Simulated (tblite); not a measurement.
C₇H₉BO.
Bonds: B1–C2, C2–C3 (aromatic), C3–C4 (aromatic), C4–C5 (aromatic), C5–C6 (aromatic), C6–O7, O7–C8, C6–C9 (aromatic), C2–C9 (aromatic). Hydrogens: H10, H11 on B1; H12 on C3; H13 on C4; H14 on C5; H15, H16, H17 on C8; H18 on C9.

Computed with GFN2-xTB (tblite), gas phase: nudged elastic band of 9 images (0 to 8), spring 0.2 eV/Å², climbing image at the end, force threshold 0.05 eV/Å. The top image wasn't refined or checked by frequencies; at this threshold it can lie a kcal/mol or more above the true saddle point of the method.

The band describes a rotation about C6–O7 (aromatic carbon bearing oxygen, aryl ether oxygen), followed by the dihedral C5–C6–O7–C8, from the optimised start (0°) to a second optimised geometry at 180°.

Q: Give the energy profile along the converged band.

A: 
| image | dihedral (°) | E (eV) | C6–O7 (Å) | C5···C8 (Å) | largest true force (eV/Å) |
| --- | --- | --- | --- | --- | --- |
| 0 | 0 | 0.000 | 1.364 | 2.84 | 0.01 |
| 1 | 23 | 0.047 | 1.367 | 2.88 | 0.06 |
| 2 | 48 | 0.128 | 1.374 | 2.96 | 0.04 |
| 3 | 73 | 0.181 | 1.383 | 3.08 | 0.03 |
| 4 | 98 | 0.190 | 1.385 | 3.25 | 0.02 |
| 5 | 123 | 0.154 | 1.379 | 3.44 | 0.04 |
| 6 | 145 | 0.097 | 1.371 | 3.56 | 0.06 |
| 7 | 163 | 0.024 | 1.366 | 3.62 | 0.06 |
| 8 | 180 | -0.010 | 1.364 | 3.63 | 0.01 |

Barriers of this band. The top is image 4 at 98°: 0.190 eV forward and 0.200 eV back; the end lies 0.010 eV below the start. The central bond is 0.021 Å longer at the top than at the start.

Q: What rate follows at 298 K for crossing this barrier forward?

A: Taking the electronic barrier for the free energy of activation (no zero-point or entropy terms, transmission 1), rate = (kT/h)·exp(−ΔE/kT) ≈ 4 × 10^9 s⁻¹, whose inverse is 3 × 10^-10 s. An error of 1 kcal/mol in the barrier changes this by a factor of 5, and the method and the loose band can each miss by that much or more.

Q: How would the two end points share their population at 298 K, from these energies alone?

A: exp(−ΔE/kT) with ΔE = 0.010 eV gives 0.68 for the higher one (start) against 1 for the lower, without vibrational, rotational or degeneracy terms. GFN2-xTB can put conformers this close in the wrong order.

Q: How long is the path, and how are the images spaced?

A: Cartesian distances between aligned neighbours (all atoms, Å): 0.91, 0.91, 0.92, 0.90, 0.95, 0.88, 0.81, 0.69; the sum is 6.97 Å, and the top lies 52 % of the way along.

The cost below is that of the whole band run. Time: 3.4 s; peak memory 0.18 GiB. Hardware: one thread of an Intel Xeon Platinum 8488C (shared host).
